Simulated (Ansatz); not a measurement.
Relaxation of BClH5O2P (10 atoms, charge 0, multiplicity 1), to a largest force component of 0.03 eV/Å in at most 50 steps.

Level of theory: RKS PBE-D4/6-31G* in Ansatz.

```xyz
10
Properties=species:S:1:pos:R:3
B 0.269 0.491 -0.141
O -0.302 -0.388 2.248
H -1.237 -0.223 2.004
Cl 1.521 -0.738 -0.507
O -1.027 0.296 -0.534
H -1.149 -0.591 -0.931
P 0.716 2.160 0.703
H 2.025 2.319 0.146
H 0.060 3.021 -0.239
H -0.010 0.495 2.594
```

Where does it end, and by what steps?

It converged. The force dipped under the threshold on the way, but the program's further checks kept it going. After 15 steps the energy has fallen by 0.025 eV; H3 moved furthest, 0.39 Å.

```
step  energy less start (eV)  largest force component (eV/Å)  accepted
   0                  0.0000                           0.491       yes
   1                  0.0007                           0.620        no
   2                 -0.0106                           0.420       yes
   3                 -0.0116                           0.294       yes
   4                 -0.0163                           0.238       yes
   5                 -0.0204                           0.160       yes
   6                 -0.0227                           0.106       yes
   7                 -0.0239                           0.038       yes
   8                 -0.0153                           0.674        no
   9                 -0.0243                           0.021       yes
  10                 -0.0244                           0.151       yes
  11                 -0.0249                           0.051       yes
  12                 -0.0252                           0.007       yes
  13                 -0.0252                           0.077       yes
  14                 -0.0254                           0.031       yes
  15                 -0.0254                           0.019       yes
```

```xyz
10
Properties=species:S:1:pos:R:3
B 0.310 0.456 -0.110
O -0.482 -0.385 2.122
H -1.298 0.153 2.093
Cl 1.567 -0.808 -0.335
O -0.937 0.310 -0.646
H -1.069 -0.604 -0.974
P 0.818 2.154 0.704
H 1.935 2.431 -0.146
H -0.103 2.974 -0.028
H 0.124 0.161 2.663
```

The run took 11 s on 2 threads of AMD EPYC 9R45 96-Core Processor (Zen 5), on a shared host, peak memory 0.17 GiB.
